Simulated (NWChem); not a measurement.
System: SiN2H5F; SMILES N[SiH](N)F

```xyz
9

Si    -0.0849    -0.0317     0.3194
N      1.5315    -0.3579    -0.1561
N     -0.4720     1.5281    -0.2684
F     -0.9295    -1.2704    -0.2957
H     -0.4329    -0.0082     1.7627
H      1.8766    -1.3081    -0.1991
H      2.2690     0.3041     0.0462
H     -0.2879     1.7772    -1.2327
H     -1.2520     2.0472     0.1144
```
Atoms are numbered in this order, from 1.

Program: NWChem. Geometry optimised at B3LYP/6-31G*; all other runs use it. Pople sets run with spherical d functions.

| quantity | level | value |
|---|---|---|
| dipole in solution (D) in water | B3LYP/6-31G*, SMD | 2.17 |
| vertical, lowest excitation, singlet (eV) | PBE/def2-SVPD, TDA | [?] |
| −ε(HOMO) (eV) | PBE/def2-SVP | 5.78 |
| isotropic polarisability (bohr³), static | PBE/def2-SVPD | 45.5 |
| dipole (D) | B3LYP/6-31G* | [?] |
| highest harmonic frequency (cm⁻¹) | B3LYP/6-31G* | [?] |

Question: Fill in the missing entries.

Answer: 
- vertical, lowest excitation, singlet (eV), value: 6.20
- dipole (D), value: 1.81
- highest harmonic frequency (cm⁻¹), value: 3676
